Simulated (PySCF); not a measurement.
PySCF input for C2H9BFNSi, SMILES CN(C)B([SiH3])F, TDDFT-PBE/def2-SVPD. The structure is a stationary point at ωB97X-D3(BJ)/def2-SVP. One conformer was computed; it need not be the lowest.

```python
import numpy as np
from pyscf import gto, scf, dft, tdscf

mol = gto.M(
    atom='''
    B     0.53124970   -0.18368697    0.00000000
    F     1.87938357   -0.06141084   -0.00000000
    N    -0.23424454    0.99132337   -0.00000000
    C    -1.68365514    1.00146732    0.00000000
    C     0.37090561    2.31356710    0.00000000
    H    -2.07660432    1.52030092    0.89260369
    H    -2.07660432    1.52030091   -0.89260370
    H    -2.08374554   -0.02208521   -0.00000000
    H     0.06259494    2.88592429   -0.89294822
    H     0.06259493    2.88592429    0.89294822
    H     1.46426085    2.22387801    0.00000000
    Si   -0.27806637   -2.05225701    0.00000000
    H    -1.14801555   -2.26851765   -1.19981979
    H    -1.14801556   -2.26851764    1.19981978
    H     0.78197203   -3.10394752    0.00000000
    ''',
    basis='def2-SVPD',
    charge=0,
    spin=0,
    symmetry=True,
    max_memory=1600,
    verbose=4,
)
mf = dft.RKS(mol, xc='pbe').density_fit(auxbasis='def2-universal-jkfit')
mf.grids.level = 3
mf.conv_tol = 1e-9
mf.max_cycle = 100
mf.kernel()
mf.grids = dft.Grids(mol).set(level=1).build(with_non0tab=True)  # coarser grid for the response kernel
td = tdscf.TDDFT(mf)
td.singlet = True
td.nstates = 10
td.conv_tol = 1e-4
td.positive_eig_threshold = 1e-6
td.kernel(x0=td.get_init_guess(mf, 15))
td.analyze()
tt = tdscf.TDA(mf)
tt.singlet = False
tt.nstates = 4
tt.conv_tol = 1e-4
tt.positive_eig_threshold = 1e-6
tt.kernel(x0=tt.get_init_guess(mf, 9))
tt.analyze(verbose=3)
```

Output:

```
PySCF version 2.14.0

[INPUT] verbose = 4
[INPUT] num. atoms = 15
[INPUT] num. electrons = 56
[INPUT] charge = 0
[INPUT] spin (= nelec alpha-beta = 2S) = 0
[INPUT] symmetry True subgroup None
[INPUT] Mole.unit = angstrom
[INPUT] Symbol           X                Y                Z      unit          X                Y                Z       unit  Magmom
[INPUT]  1 B      0.531249700000  -0.183686970000   0.000000000000 AA    1.003916436757  -0.347118065951   0.000000000000 Bohr   0.0
[INPUT]  2 F      1.879383570000  -0.061410840000   0.000000000000 AA    3.551520230307  -0.116049668679   0.000000000000 Bohr   0.0
[INPUT]  3 N     -0.234244540000   0.991323370000   0.000000000000 AA   -0.442658026775   1.873329670181   0.000000000000 Bohr   0.0
[INPUT]  4 C     -1.683655140000   1.001467320000   0.000000000000 AA   -3.181647102816   1.892498957502   0.000000000000 Bohr   0.0
[INPUT]  5 C      0.370905610000   2.313567100000   0.000000000000 AA    0.700910020965   4.372008189804   0.000000000000 Bohr   0.0
[INPUT]  6 H     -2.076604320000   1.520300920000   0.892603690000 AA   -3.924213433889   2.872952365724   1.686776511876 Bohr   0.0
[INPUT]  7 H     -2.076604320000   1.520300910000  -0.892603700000 AA   -3.924213433889   2.872952346827  -1.686776530773 Bohr   0.0
[INPUT]  8 H     -2.083745540000  -0.022085210000   0.000000000000 AA   -3.937708383884  -0.041734998304   0.000000000000 Bohr   0.0
[INPUT]  9 H      0.062594940000   2.885924290000  -0.892948220000 AA    0.118287293384   5.453606524330  -1.687427579218 Bohr   0.0
[INPUT] 10 H      0.062594930000   2.885924290000   0.892948220000 AA    0.118287274486   5.453606524330   1.687427579218 Bohr   0.0
[INPUT] 11 H      1.464260850000   2.223878010000   0.000000000000 AA    2.767051981423   4.202520373343   0.000000000000 Bohr   0.0
[INPUT] 12 Si    -0.278066370000  -2.052257010000   0.000000000000 AA   -0.525469283752  -3.878203686119   0.000000000000 Bohr   0.0
[INPUT] 13 H     -1.148015550000  -2.268517650000  -1.199819790000 AA   -2.169434976242  -4.286877067242  -2.267330801933 Bohr   0.0
[INPUT] 14 H     -1.148015560000  -2.268517640000   1.199819780000 AA   -2.169434995139  -4.286877048345   2.267330783036 Bohr   0.0
[INPUT] 15 H      0.781972030000  -3.103947520000   0.000000000000 AA    1.477712973770  -5.865610717823   0.000000000000 Bohr   0.0

nuclear repulsion = 288.427398526782
point group symmetry = Cs
symmetry origin: [-1.68725549e-09 -1.34980433e-09 -6.74902198e-10]
symmetry axis x: [ 1.00000000e+00 -1.64639596e-09  1.74672427e-10]
symmetry axis y: [-1.64639596e-09 -1.00000000e+00 -1.96904500e-10]
symmetry axis z: [-1.74672427e-10 -1.96904511e-10  1.00000000e+00]
num. orbitals of irrep A' = 131
num. orbitals of irrep A" = 68
number of shells = 87
number of NR pGTOs = 285
number of NR cGTOs = 199
basis = def2-SVPD
ecp = {}


******** <class 'pyscf.df.df_jk.DFSymAdaptedRKS'> ********
method = DFSymAdaptedRKS
initial guess = minao
damping factor = 0
level_shift factor = 0
DIIS = <class 'pyscf.scf.diis.CDIIS'>
diis_start_cycle = 1
diis_space = 8
diis_damp = 0
SCF conv_tol = 1e-09
SCF conv_tol_grad = None
SCF max_cycles = 100
direct_scf = False
XC library pyscf.dft.libxc version 7.1.2
    S. Lehtola, C. Steigemann, M. J. T. Oliveira, and M. A. L. Marques,  SoftwareX 7, 1–5 (2018)
XC functionals = pbe
    J. P. Perdew, K. Burke, and M. Ernzerhof,  Phys. Rev. Lett. 77, 3865 (1996)
    J. P. Perdew, K. Burke, and M. Ernzerhof,  Phys. Rev. Lett. 78, 1396 (1997)
    J. P. Perdew, K. Burke, and M. Ernzerhof,  Phys. Rev. Lett. 77, 3865 (1996)
    J. P. Perdew, K. Burke, and M. Ernzerhof,  Phys. Rev. Lett. 78, 1396 (1997)
radial grids:
    Treutler-Ahlrichs [JCP 102, 346 (1995); DOI:10.1063/1.469408] (M4) radial grids

becke partition: Becke, JCP 88, 2547 (1988); DOI:10.1063/1.454033
pruning grids: <function nwchem_prune>
grids dens level: 3
symmetrized grids: True
atomic radii adjust function: <function treutler_atomic_radii_adjust>
small_rho_cutoff = 0
Freeze 0 electrons in irreps []
    56 free electrons in irreps A' A"
Set gradient conv threshold to 3.16228e-05
Initial guess from minao.
tot grids = 177904
init E= -550.027981035447
HOMO (A") = -0.291566368667215  LUMO (A") = -0.0923759277367959  gap/eV = 5.42025
cycle= 1 E= -549.848389873643  delta_E= 0.18  |g|= 0.509  |ddm|= 5.88
HOMO (A") = -0.165119706207949  LUMO (A") = -0.00466773894791617  gap/eV = 4.36612
cycle= 2 E= -549.73857715444  delta_E= 0.11  |g|= 0.945  |ddm|= 2.09
HOMO (A") = -0.22300374240782  LUMO (A") = -0.0331209390057934  gap/eV = 5.16697
cycle= 3 E= -549.903854585897  delta_E= -0.165  |g|= 0.121  |ddm|= 1.28
HOMO (A") = -0.232681925959695  LUMO (A") = -0.0419047513150477  gap/eV = 5.19131
cycle= 4 E= -549.906620256207  delta_E= -0.00277  |g|= 0.047  |ddm|= 0.196
HOMO (A") = -0.227825437548317  LUMO (A") = -0.0404951180331987  gap/eV = 5.09752
cycle= 5 E= -549.907067477422  delta_E= -0.000447  |g|= 0.0197  |ddm|= 0.0712
HOMO (A") = -0.229506342823807  LUMO (A") = -0.0403750361169477  gap/eV = 5.14652
cycle= 6 E= -549.907152202026  delta_E= -8.47e-05  |g|= 0.00656  |ddm|= 0.0243
HOMO (A") = -0.229395541837439  LUMO (A") = -0.0405090653332394  gap/eV = 5.13986
cycle= 7 E= -549.907161966805  delta_E= -9.76e-06  |g|= 0.0008  |ddm|= 0.00916
HOMO (A") = -0.229401718684109  LUMO (A") = -0.0405325386161541  gap/eV = 5.13939
cycle= 8 E= -549.907162127075  delta_E= -1.6e-07  |g|= 0.000232  |ddm|= 0.00218
HOMO (A") = -0.229381881967699  LUMO (A") = -0.0405069229985786  gap/eV = 5.13955
cycle= 9 E= -549.907162140401  delta_E= -1.33e-08  |g|= 6.74e-05  |ddm|= 0.000531
HOMO (A") = -0.229387409669887  LUMO (A") = -0.0405138411505508  gap/eV = 5.13951
cycle= 10 E= -549.907162141854  delta_E= -1.45e-09  |g|= 1.2e-05  |ddm|= 0.000193
HOMO (A") = -0.229387577106009  LUMO (A") = -0.0405141552458983  gap/eV = 5.13951
cycle= 11 E= -549.90716214189  delta_E= -3.52e-11  |g|= 5.03e-06  |ddm|= 4.3e-05
HOMO (A") = -0.229387411623617  LUMO (A") = -0.0405137816339391  gap/eV = 5.13951
Extra cycle  E= -549.907162141889  delta_E= 1.02e-12  |g|= 6.4e-06  |ddm|= 2.37e-05
converged SCF energy = -549.907162141889
tot grids = 54624
Overwritten attributes  positive_eig_threshold  of <class 'pyscf.tdscf.rks.CasidaTDDFT'>


******** <class 'pyscf.tdscf.rks.CasidaTDDFT'> for <class 'pyscf.df.df_jk.DFSymAdaptedRKS'> ********
nstates = 10 singlet
deg_eia_thresh = 1.000e-03
wfnsym = None
conv_tol = 0.0001
eigh lindep = 1e-12
eigh level_shift = 0
eigh max_cycle = 100


Excitation energies (eV)
[5.87390963 5.96038218 6.30911868 6.33591706 6.6863446  6.70150903
 7.04718627 7.08418283 7.14910791 7.23536193]

** Singlet excitation energies and oscillator strengths **
Excited State   1:   A'      5.87391 eV    211.08 nm  f=0.1939
      28 -> 29        0.68824
Excited State   2:   A"      5.96038 eV    208.01 nm  f=0.0107
      28 -> 30       -0.70540
Excited State   3:   A"      6.30912 eV    196.52 nm  f=0.0119
      27 -> 29        0.68670
Excited State   4:   A"      6.33592 eV    195.68 nm  f=0.0045
      28 -> 31       -0.70409
Excited State   5:   A"      6.68634 eV    185.43 nm  f=0.0057
      28 -> 32       -0.70491
Excited State   6:   A'      6.70151 eV    185.01 nm  f=0.0148
      27 -> 30        0.70339
Excited State   7:   A"      7.04719 eV    175.93 nm  f=0.0043
      26 -> 29       -0.69662
Excited State   8:   A"      7.08418 eV    175.02 nm  f=0.0025
      28 -> 33       -0.70297
Excited State   9:   A'      7.14911 eV    173.43 nm  f=0.0019
      25 -> 29       -0.23649
      27 -> 31        0.65419
Excited State  10:   A"      7.23536 eV    171.36 nm  f=0.0049
      28 -> 34        0.70425

** Transition electric dipole moments (AU) **
state          X           Y           Z        Dip. S.      Osc.
  1         0.3027     -1.1207      0.0000      1.3476      0.1939
  2        -0.0000      0.0000      0.2704      0.0731      0.0107
  3         0.0000      0.0000     -0.2778      0.0772      0.0119
  4         0.0000     -0.0000     -0.1711      0.0293      0.0045
  5         0.0000      0.0000     -0.1866      0.0348      0.0057
  6        -0.1653     -0.2506     -0.0000      0.0901      0.0148
  7        -0.0000     -0.0000      0.1570      0.0247      0.0043
  8        -0.0000      0.0000      0.1191      0.0142      0.0025
  9        -0.1038      0.0016     -0.0000      0.0108      0.0019
 10        -0.0000      0.0000      0.1658      0.0275      0.0049

** Transition velocity dipole moments (imaginary part, AU) **
state          X           Y           Z        Dip. S.      Osc.
  1         0.0633     -0.2402     -0.0000      0.0617      0.1906
  2         0.0000     -0.0000      0.0589      0.0035      0.0106
  3         0.0000     -0.0000     -0.0692      0.0048      0.0138
  4        -0.0000      0.0000     -0.0423      0.0018      0.0051
  5         0.0000     -0.0000     -0.0490      0.0024      0.0065
  6        -0.0423     -0.0630      0.0000      0.0058      0.0156
  7         0.0000      0.0000      0.0412      0.0017      0.0044
  8         0.0000     -0.0000      0.0311      0.0010      0.0025
  9        -0.0300      0.0003      0.0000      0.0009      0.0023
 10         0.0000     -0.0000      0.0475      0.0023      0.0056

** Transition magnetic dipole moments (imaginary part, AU) **
state          X           Y           Z
  1        -0.0000      0.0000      0.2943
  2        -0.2892     -0.2171      0.0000
  3        -0.7302     -0.0582      0.0000
  4         0.1389      0.2249     -0.0000
  5         0.5174     -0.0317     -0.0000
  6        -0.0000      0.0000      0.3654
  7         0.3113      0.3701     -0.0000
  8        -0.3646      0.0747      0.0000
  9        -0.0000     -0.0000     -0.2344
 10        -0.0748     -0.4205     -0.0000
Overwritten attributes  positive_eig_threshold  of <class 'pyscf.tdscf.rks.TDA'>


******** <class 'pyscf.tdscf.rks.TDA'> for <class 'pyscf.df.df_jk.DFSymAdaptedRKS'> ********
nstates = 4 triplet
deg_eia_thresh = 1.000e-03
wfnsym = None
conv_tol = 0.0001
eigh lindep = 1e-12
eigh level_shift = 0
eigh max_cycle = 100


Excitation energies (eV)
[4.67444091 5.32564533 5.87383883 6.26250675]

** Triplet excitation energies and oscillator strengths **
Excited State   1:   A'      4.67444 eV    265.24 nm  f=0.0000
Excited State   2:   A"      5.32565 eV    232.81 nm  f=0.0000
Excited State   3:   A"      5.87384 eV    211.08 nm  f=0.0000
Excited State   4:   A"      6.26251 eV    197.98 nm  f=0.0000
```

The run converged.

Cost: very roughly 2.0 core-minutes.
